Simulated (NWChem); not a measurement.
## Ionisation of isocyanic acid (CHNO)

```
C
O 1 1.1649
N 1 1.2104 2 172.97
H 3 1.0086 1 128.31 2 180.00
```
Charge 0, spin multiplicity 1.

The numbers come from NWChem runs, not from measurements. Structure: optimised with PBE0/def2-SVP, a minimum by its harmonic frequencies.

Basis set: def2-TZVP. −ε marks an orbital energy of the parent.

Q: One of these methods gave a first vertical ionisation energy of 11.50 eV. Which?
A) −ε(HOMO) of TPSS
B) evGW0@PBE0
C) −ε(HOMO) of PBE0
D) G0W0@PBE

A: B, evGW0@PBE0. The others give 7.41 (−ε(HOMO) of TPSS), 8.83 (−ε(HOMO) of PBE0), 11.04 (G0W0@PBE).
